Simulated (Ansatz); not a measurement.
C$_{3}$H$_{13}$GaO$_{2}$Si at its PBE0-D4/def2-TZVP geometry, where that method's forces vanish. The species carries charge 0 and has multiplicity 1. The bonds changed during the relaxation, so this is another structure than the one it started from.

```xyz
20

C     0.4722   -2.1401   -0.3932
O    -0.1011   -0.8629   -0.4619
Ga    0.5693    0.8433    0.1412
C     0.9872    0.7848    2.0587
C     1.3973    1.8255   -1.3385
O    -1.4285    0.9461   -0.0673
Si   -2.0151   -0.6960   -0.3179
H     0.5477   -2.4946    0.6409
H     1.4696   -2.1302   -0.8411
H    -0.1466   -2.8474   -0.9556
H     0.9964    1.7860    2.4954
H     1.9731    0.3453    2.2297
H     0.2487    0.1824    2.5911
H     1.4086    2.9008   -1.1463
H     0.8467    1.6428   -2.2627
H     2.4322    1.5082   -1.4871
H    -2.1052    1.5917    0.1388
H    -3.4464   -0.1928   -0.1921
H    -2.1120   -1.3396   -1.6591
H    -1.9943   -1.6533    0.8269
```

Q: What forces (eV/Å) does r2SCAN-D4/def2-TZVPP give on these atoms in the Gaussian-basis code of Ansatz? (Estimate.)

A: The calculation gave: 
```
C1   0.152 -0.311  0.011
O2  -0.086  0.290 -0.042
Ga3  0.022  0.026  0.016
C4  -0.015 -0.008 -0.018
C5  -0.022 -0.018  0.008
O6   0.057  0.042 -0.001
Si7 -0.080 -0.060  0.003
H8  -0.003  0.000  0.003
H9  -0.010  0.008  0.005
H10  0.001  0.009  0.007
H11  0.002 -0.019 -0.004
H12 -0.018  0.009  0.002
H13  0.014  0.009 -0.001
H14  0.003 -0.019 -0.006
H15  0.013  0.007  0.010
H16 -0.020  0.010  0.000
H17 -0.017  0.033  0.008
H18  0.021 -0.010 -0.003
H19 -0.005 -0.001  0.024
H20 -0.009  0.002 -0.022
```
